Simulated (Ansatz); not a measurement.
Cartesian coordinates (Å):
SMILES: C=C(F)Cl
```xyz
6

C     -0.7405     0.0052    -0.1923
C      0.5255     0.0660     0.1685
F      1.0413     1.1106     0.7980
Cl     1.6925    -1.1533    -0.0992
H     -1.3965     0.8361     0.0279
H     -1.1223    -0.8647    -0.7029
```
Charge 0, multiplicity 1.

Method: frozen-core CCSD(T)/cc-pVQZ // PBE0-D4/def2-TZVP in Ansatz (a first-principles code).

- HF energy: -635.90472 Ha
- MP2 correlation energy: -0.82052 Ha

Question: Estimate the CCSD correlation energy, the (T) correction, the total energy and the T1 diagnostic.

Answer: 
```
Quantity                         Value
-----------------------  -------------
CCSD correlation energy    -0.84048 Ha
(T) correction             -0.03718 Ha
CCSD(T) total energy     -636.78238 Ha
T1 diagnostic                    0.011
```
